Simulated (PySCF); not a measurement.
A structure optimised at PBE-D3(BJ)/def2-SVP, used in a PySCF frequency run:

```xyz
10

Si     0.9604    -0.7910    -0.1708
F      2.1247     0.0686     0.6076
N     -0.3574     0.1998    -0.7063
Si    -1.8023     0.6597     0.1893
H      0.4281    -1.7892     0.8076
H      1.6217    -1.4017    -1.3684
H     -0.2104     0.6833    -1.5992
H     -3.0351     0.4521    -0.6498
H     -1.7854     2.1016     0.6261
H     -1.8521    -0.2249     1.4012
```
Charge 0, spin multiplicity 1.

**Question.** Write its SMILES and formula.

**Answer.** F[SiH2]N[SiH3], FH₆NSi₂

**Question.** What are its rotational constants (standard atomic weights)?

**Answer.** 11.047, 1.9762, 1.8464 GHz
